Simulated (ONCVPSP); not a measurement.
# Configuration tests for Be (Z = 4) (ONCV)

* Element: Be
* Generator: ONCVPSP 4.0.1
* Type: optimised norm-conserving Vanderbilt (ONCV)
* Functional: LDA (Perdew-Zunger)
* Relativity: scalar-relativistic
* Frozen core: none
* Valence charge: 4
* Reference configuration: 1s2 2s2
* Partial waves: 1s+2s: rc 0.95 bohr, ncon 3, nbas 6, qcut 13 1/bohr, 2 projectors; p scattering state at 0.14 Ha: rc 0.85 bohr, ncon 4, nbas 8, qcut 7.7 1/bohr, local
* Local potential: the p channel
* Core correction: none

Energies are relative to the spin-unpolarised reference configuration 1s2 2s2; without spin polarisation the order of configurations can differ from experiment.

| valence configuration | charge | ΔE all-electron (eV) | error AE − PS (meV) |
| --- | --- | --- | --- |
| 1s2 2s0 | +2 | 27.298 | +4.7 |
| 1s1 2s2 | +1 | 126.721 | +1785 |

Problem. What are ΔE and the potential's error for 1s2 2s1.5?

Solution. ΔE = 3.752 eV all-electron; the error (AE − PS) is +0.1 meV.

Problem. What are ΔE and the potential's error for 1s2 2s1?

Solution. ΔE = 9.520 eV all-electron; the error (AE − PS) is +0.6 meV.
